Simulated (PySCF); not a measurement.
C3H9Si, SMILES C[Si](C)C (connectivity only; charge and spin as stated), charge +1, multiplicity 1.

The structure is a stationary point at ωB97X-D3(BJ)/def2-SVP. The spin state was assumed, not searched. The isomer is the one that the SMILES or the coordinates give; other isomers of the formula were not compared.

Computed with B3LYP/def2-TZVP (PySCF).

Isolated molecule, no solvent.

Computed frontier levels, gap, dipole moment and polarisability:
| Item | Result |
|---|---|
| highest occupied level | -14.44 eV |
| lowest empty level | -7.62 eV |
| orbital gap | 6.82 eV |
| dipole moment about the centre of nuclear charge | 0.00 D |
| mean static polarisability | 55.9 bohr³ (8.29 Å³) |
| polarisability, principal values | 44.4, 61.7, 61.7 bohr³ |
